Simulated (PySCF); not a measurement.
AlCl, SMILES [Al][Cl] (connectivity only; charge and spin as stated), neutral, multiplicity 1.

The structure is a stationary point at PBE0-D3(BJ)/def2-TZVPD.

Method: TDDFT-PBE/def2-TZVPD in PySCF 2.14.0.

Vertical excitations; the highest root listed may be one member of a degenerate set. Isolated molecule, no solvent. State labels are in the subgroup C2v.

Q: Estimate the UV-visible absorptions. (The exact figures need the calculation; the answer reports its results.)

A: 
| state | symmetry | energy (eV) | λ (nm) | f | main pairs |
|---|---|---|---|---|---|
| S1 | B2 | 4.56 | 272 | 0.165 | HOMO→LUMO+1 (degenerate set) |
| S2 | B1 | 4.56 | 272 | 0.165 | HOMO→LUMO (degenerate set) |
| S3 | A2 | 5.52 | 225 | 0.000 | HOMO−2→LUMO+1 50 %, HOMO−1→LUMO 50 % |
| S4 | A1 | 5.58 | 222 | 0.000 | HOMO−2→LUMO, HOMO−1→LUMO+1 (degenerate set) |
| S5 | A2 | 5.58 | 222 | 0.000 | HOMO−1→LUMO, HOMO−2→LUMO+1 (degenerate set) |
| S6 | A1 | 5.96 | 208 | 0.053 | HOMO→LUMO+2 51 %, HOMO−2→LUMO 24 %, HOMO−1→LUMO+1 24 % |
| S7 | A1 | 6.44 | 193 | 0.000 | HOMO→LUMO+3 80 % |
| S8 | A1 | 6.64 | 187 | 0.754 | HOMO→LUMO+2 33 %, HOMO→LUMO+3 19 %, HOMO−2→LUMO 17 %, HOMO−1→LUMO+1 17 % |
| S9 | A1 | 7.29 | 170 | 0.000 | HOMO→LUMO+6 (degenerate set) |
| S10 | A2 | 7.29 | 170 | 0.000 | HOMO→LUMO+5 (degenerate set) |
| T1 | B2 | 2.81 | 441 | 0 | HOMO→LUMO+1 (degenerate set) |
| T2 | B1 | 2.81 | 441 | 0 | HOMO→LUMO (degenerate set) |
| T3 | A1 | 5.00 | 248 | 0 | HOMO→LUMO+2 82 % |
| T4 | A1 | 5.25 | 236 | 0 | HOMO−1→LUMO+1 43 %, HOMO−2→LUMO 43 %, HOMO→LUMO+2 14 % |
Triplets are in the Tamm–Dancoff approximation, which puts them higher than full response would, so one can lie above its singlet here.
